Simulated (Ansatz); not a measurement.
H3NPb (SMILES [NH2][PbH]) moved off its minimum; all values from Ansatz (an electronic-structure program), cores frozen in correlated methods. Elements past Kr take the def2 small-core potentials, without spin–orbit coupling.
(charge 0, multiplicity 1)
```xyz
5

Pb    -0.0215     0.2107     0.1527
H     -0.8121     1.2433    -1.2271
N      0.6453    -1.2744    -1.2263
H      0.4006    -1.1350    -2.2315
H      1.1329    -2.2665    -1.0673
```

Forces at r2SCAN/def2-TZVPP (eV/Å):

```
atom      Fx      Fy      Fz
----  ------  ------  ------
Pb1   -0.004  -0.056  -0.077
H2     0.188  -0.247   0.141
N3     0.894  -2.350  -0.801
H4     0.438  -0.466   1.218
H5    -1.516   3.119  -0.481
```

Give the forces (eV/Å), the total energy and the dipole at CCSD(T)/def2-TZVPPD.


| atom | Fx | Fy | Fz |
|---|---|---|---|
| Pb1 | -0.037 | 0.059 | 0.175 |
| H2 | 0.140 | -0.184 | 0.063 |
| N3 | 0.984 | -2.524 | -0.932 |
| H4 | 0.429 | -0.469 | 1.166 |
| H5 | -1.517 | 3.118 | -0.472 |
Energy -248.3698 hartree, dipole 1.09 D.
